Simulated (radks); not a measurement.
Q: All-electron atom: Mo2+ in [Ar] 3d10 4s2 4p4 4d6 (not the ground configuration). All-electron calculation, scalar-relativistic Kohn-Sham, BP86, spin-polarised, spherical densities, finite nucleus; open shells are filled with parallel spins first (spin-orbit coupling, left out, can overturn this in heavy ions); Fermi nuclear charge, rms radius 4.4091 fm. Program: a radial shooting solver on a logarithmic mesh with Libxc functionals. Some entries of the table are withheld. Estimate them.

| orbital | occ. | eigenvalue (Ry) | <r> (bohr) | r(max) (bohr) |
|---|---|---|---|---|
| 1s up | 1 | -1459.136 | 0.03516 | 0.02287 |
| 1s down | 1 | -1459.111 | 0.03516 | 0.02287 |
| 2s up | 1 | -207.6125 | 0.1537 | 0.1296 |
| 2s down | 1 | -207.5588 | 0.1537 | 0.1296 |
| 2p up | 3 | -185.8105 | 0.1339 | 0.1035 |
| 2p down | 3 | -185.7575 | 0.1339 | 0.1035 |
| 3s up | 1 | -36.81279 | 0.4288 | 0.3835 |
| 3s down | 1 | -36.76295 | 0.4287 | 0.3837 |
| 3p up | 3 | -29.66689 | 0.4305 | 0.3770 |
| 3p down | 3 | -29.61082 | 0.4302 | 0.3772 |
| 3d up | 5 | -18.03477 | 0.4152 | 0.3224 |
| 3d down | 5 | -17.96411 | 0.4145 | 0.3226 |
| 4s up | 1 | -6.47800 | 1.094 | 0.9846 |
| 4s down | 1 | -6.11343 | 1.092 | 0.9789 |
| 4p up | 3 | -4.53942 | 1.208 | 1.062 |
| 4p down | 1 | -4.17040 | 1.212 | 1.057 |
| 4d up | 5 | -1.80461 | 1.620 | 1.303 |
| 4d down | 1 | -1.48491 | 1.710 | 1.323 |
| 5s up | 0 | -1.39635 | 2.790 | 2.509 |
| 5s down | 0 | -1.26179 | 2.934 | 2.606 |
| 5p up | 0 | (1) | 3.330 | (2) |
| 5p down | 0 | (3) | 3.552 | (4) |

A: 
(1) 5p up eigenvalue (Ry): -0.98584
(2) 5p up r(max) (bohr): 2.947
(3) 5p down eigenvalue (Ry): -0.89446
(4) 5p down r(max) (bohr): 3.110
